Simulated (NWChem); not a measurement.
Species: TiN, doublet; SMILES [N]#[Ti]

Computed with NWChem. Spin-unrestricted. No stability test was run on the SCF state. The level has its own optimisation; frequencies are unscaled.

What does the run give for BLYP/def2-SVP? Quantities: r N–Ti (Å); highest harmonic frequency (cm⁻¹); zero-point energy (kcal/mol); dipole (D).


```yaml
r N–Ti (Å): 1.572
highest harmonic frequency (cm⁻¹): 1149
zero-point energy (kcal/mol): 1.6
dipole (D): 3.16
```
